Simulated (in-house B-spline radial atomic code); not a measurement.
Checks on a self-consistent run for Pr⁴⁺, [Ar] (3d3/2)4 (3d5/2)5 4s2 4p6 4d10 4f2 5s2 5p6. Level of theory: Dirac-Hartree-Fock, average of the jj configuration, Fermi nucleus of rms radius 4.8919 fm; calculated with an all-electron radial atomic-structure program (B-spline basis).

```
orbital        q       ε (Eh)     <1/r>        <r²>  small-component weight
  1s1/2        2  -1555.74660    64.684  0.00078941                0.047799
  2s1/2        2   -257.52564   15.3077   0.0124378                0.010447
  2p1/2        2   -243.02906    15.244  0.00914551                0.010436
  2p3/2        4   -225.15591   13.7702   0.0103826               0.0097996
  3s1/2        2    -59.57536   5.58535   0.0830864               0.0032783
  3p1/2        2    -53.46154   5.49158     0.07816               0.0032109
  3p3/2        4    -49.67169   5.11948   0.0853421               0.0030327
  3d3/2        4    -39.27410   4.98147   0.0690346               0.0029017
  3d5/2        5    -38.45858   4.86002   0.0726819               0.0028205
  4s1/2        2    -14.21601   2.32049    0.422211               0.0010152
  4p1/2        2    -11.78972   2.21911    0.447834              0.00094937
  4p3/2        4    -10.96161   2.10323    0.484216              0.00089646
  4d3/2        4     -6.89338   1.89297    0.561819              0.00075055
  4d5/2        6     -6.72621   1.88557    0.576948              0.00076026
  4f5/2  0.85714     -2.34462    1.4577    0.900237              0.00047293
  4f7/2   1.1429     -2.31247     1.441    0.920946              0.00046355
  5s1/2        2     -3.41255  0.921611     2.28666              0.00022879
  5p1/2        2     -2.60798  0.838702     2.72557              0.00019524
  5p3/2        4     -2.46864  0.799938     2.94556              0.00018182
```

Electron-electron repulsion V_ee = 3223.6238 hartree.

Q: What total energy follows from the eigenvalues?

A: The eigenvalues count the repulsion twice, so E = Σqε - V_ee = -5977.733 - 3223.624 = -9201.357 hartree; the run printed -9201.357.

Q: Does the Dirac virial theorem hold?

A: For a point nucleus E = -2c²Σq·w, with w the small-component weight. Here Σq·w = 0.24497 and c = 137.0360, so the ratio E/(-2c²Σq·w) is 1.000092; the finite nucleus accounts for the departure from 1.

Q: What diamagnetic shielding (Lamb formula) and susceptibility (Langevin formula) do the radii give?

A: σ = (α²/3)Σq<1/r> = 378.404/(3·137.036²) = 6716.8 ppm, and χ = -0.79199×10⁻⁶·Σq<r²> = -27.25×10⁻⁶ cm³/mol with Σq<r²> = 34.406 bohr². Both are non-relativistic formulas without the paramagnetism of open shells; for so heavy an element the full relativistic shielding is larger by tens of per cent.
